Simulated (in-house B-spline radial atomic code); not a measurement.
Configurations of Mo3+, with energies counted from [Kr] (4d3/2)3. Method: Dirac-Hartree-Fock, average of each configuration as written, Fermi nucleus of rms radius 4.4091 fm. Calculated with a B-spline radial code for spherical atoms. Energies include first-order Breit, QED and recoil terms.

Occupations are held fixed; configurations that lie above the ionisation limit could autoionise.

| configuration | E - E(ref) (eV) | highest orbital | its <r> (bohr) |
| --- | --- | --- | --- |
| [Kr] (4d5/2)2 (6d3/2)1 | 29.006 | 6d3/2 | 7.406 |
| [Ar] 3d10 4s2 (4p1/2)1 (4p3/2)4 (4d5/2)3 6s1 | 63.216 | 6s1/2 | 5.141 |
| [Ar] 3d10 4s2 (4p1/2)2 (4p3/2)3 (4d3/2)1 (4d5/2)2 (8g7/2)1 | 75.091 | 8g7/2 | 21.43 |
| [Ar] 3d10 4s2 (4p1/2)1 (4p3/2)4 (4d3/2)1 (4d5/2)2 (7f5/2)1 | 75.975 | 7f5/2 | 15.71 |

Problem. Order these further configurations by energy, lowest first.
A. [Kr] (4d3/2)1 (4d5/2)2
B. [Ar] 3d10 4s2 (4p1/2)1 (4p3/2)4 (4d3/2)2 (4d5/2)1 (5p3/2)1
C. [Kr] (4d3/2)2 (8f5/2)1
D. [Kr] (4d3/2)1 (4d5/2)1 (6f5/2)1

Solution. A (0.87349 eV), D (32.575 eV), C (34.947 eV), B (56.473 eV).
